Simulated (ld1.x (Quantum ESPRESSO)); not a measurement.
Pseudopotential generation for Al: PAW, LDA (PZ), scalar-relativistic.

ld1.x (Quantum ESPRESSO) 7.5 was run on this input:

```
&input
   title='Al', zed=13., rel=1, dft='PZ', iswitch=3,
   config='[Ne] 3s2 3p1',
   nld=2, rlderiv=2.50, eminld=-3.0, emaxld=5.0, deld=0.02
 /
 &inputp
   pseudotype=3, lpaw=.true., tm=.true., lloc=-2, rcloc=1.80,
   nlcc=.true., new_core_ps=.true., rcore=1.15,
   which_augfun='PSQ', rmatch_augfun_nc=.true.,
   file_pseudopw='Al.UPF', file_wfcaegen='ae.wfc', file_wfcncgen='nc.wfc', file_beta='beta', file_chi='chi', file_wfcusgen='us.wfc'
 /
4
3S  1  0   2.00   0.00  1.80  2.30  0.0
3S  1  0   0.00  -0.10  1.80  2.30  0.0
3P  2  1   1.00   0.00  1.65  2.25  0.0
3P  2  1   0.00   0.35  1.65  2.25  0.0
 &test
   configts(1)='3s2 3p1'
 /
```

Command:

```bash
ld1.x < Al.in > Al.out
```

Output (shortened: banner, matrices, multipoles, cross overlaps and the repeated all-electron block are left out):

```
Program LD1 v.7.5
     --------------------------- All-electron run ----------------------------

     Al
     scalar relativistic calculation

     atomic number is 13.00
     dft =PZ   lsd =0 sic =0 latt =0  beta=0.20 tr2=1.0E-14
     Exchange-correlation= PZ
                           (   1   1   0   0   0   0   0)
     mesh =1135 r(mesh) = 100.48924 a.u. xmin = -7.00 dx = 0.01250
     1 Ry =  13.60569312 eV, c = 137.03599908

     n l     nl                  e(Ry)          e(Ha)          e(eV)
     1 0     1S 1( 2.00)      -110.5641       -55.2820     -1504.3012
     2 0     2S 1( 2.00)        -7.9008        -3.9504      -107.4954
     2 1     2P 1( 6.00)        -5.1237        -2.5619       -69.7115
     3 0     3S 1( 2.00)        -0.5759        -0.2880        -7.8357
     3 1     3P 1( 1.00)        -0.2050        -0.1025        -2.7889

     final scf error:  4.2E-15 reached in  21 iterations

     Etot =    -483.527466 Ry,    -241.763733 Ha,   -6578.726321 eV

     Ekin =     483.888145 Ry,     241.944073 Ha,    6583.633613 eV
     Encl =   -1158.185239 Ry,    -579.092619 Ha,  -15757.912938 eV
     Eh   =     225.717896 Ry,     112.858948 Ha,    3071.048423 eV
     Exc  =     -34.948269 Ry,     -17.474134 Ha,    -475.495419 eV

     normalization and overlap integrals

     s(1S/1S) =  1.000000  <r> =   0.1206  <r2> =    0.0196  r(max) =   0.0789
     s(2S/2S) =  1.000000  <r> =   0.6291  <r2> =    0.4751  r(max) =   0.4954
     s(2P/2P) =  1.000000  <r> =   0.6047  <r2> =    0.4656  r(max) =   0.4264
     s(3S/3S) =  1.000000  <r> =   2.5337  <r2> =    7.5170  r(max) =   2.0597
     s(3P/3P) =  1.000000  <r> =   3.4387  <r2> =   14.2581  r(max) =   2.6447

     ------------------------ End of All-electron run ------------------------

     --------------------- Generating PAW atomic setup --------------------

      Generating local potential from pseudized AE potential:
      Matching radius rcloc =   1.8000
      Enforcing V''(0)=0 (lloc=-2)

      Local pseudo, rcloc= 1.795 Estimated cut-off energy=     9.43 Ry

      Computing core charge for nlcc:

       r > 1.16 : true rho core
      Core charge pseudized with two Bessel functions
      Integrated core pseudo-charge :   4.95
      Wfc-us  3S rcutus= 2.305  Estimated cut-off energy=     8.63 Ry
      Wfc-us  3S rcutus= 2.305  Estimated cut-off energy=     9.62 Ry
      Wfc-us  3P rcutus= 2.248  Estimated cut-off energy=    14.48 Ry
      Wfc-us  3P rcutus= 2.248  Estimated cut-off energy=    15.42 Ry

     Required augmentation: PSQ   radius:    2.300000

     Q pseudized with Bessel functions
     Expected ecutrho=      93.6471 due to l1=  1   l2=  1

     Estimated PAW energy =  -37.300554 Ryd

     ------------------- End of pseudopotential generation -------------------

     Computing logarithmic derivative in   2.50007
     Computing logarithmic derivative in   2.50007
     Computing the partial wave expansion
     R is outside the sphere for l=    0 j= 0.00
     R is outside the sphere for l=    0 j= 0.00
     R is outside the sphere for l=    1 j= 0.00
     R is outside the sphere for l=    1 j= 0.00

     ---------------------- Testing the pseudopotential ----------------------

     Al
     scalar relativistic calculation

     atomic number is 13.00   valence charge is  3.00
     dft = SLA  PZ   NOGX NOGC   lsd =0 sic =0 latt =0  beta=0.20 tr2=1.0E-14
     mesh =1135 r(mesh) = 100.48924 xmin = -7.00 dx = 0.01250

     n l     nl             e AE (Ry)        e PS (Ry)    De AE-PS (Ry)
     1 0     3S   1( 2.00)       -0.57591       -0.57591        0.00000
     2 1     3P   1( 1.00)       -0.20498       -0.20498        0.00000

     eps = 1.4E-16  iter =  3

     Etot =    -483.527466 Ry,    -241.763733 Ha,   -6578.726321 eV
     Etotps =   -37.300557 Ry,     -18.650278 Ha,    -507.499928 eV

     Ekin =       5.826024 Ry,       2.913012 Ha,      79.267098 eV
     Encl =     -11.076425 Ry,      -5.538213 Ha,    -150.702446 eV
     Ehrt =       2.898113 Ry,       1.449056 Ha,      39.430831 eV
     Ecxc =     -34.948268 Ry,     -17.474134 Ha,    -475.495411 eV
     (Ecc =      -7.889138 Ry,      -3.944569 Ha,    -107.337191 eV)

     ---------------------- End of pseudopotential test ----------------------
```

Generation and configuration tests took about 1.4 s on one core of a shared server CPU.
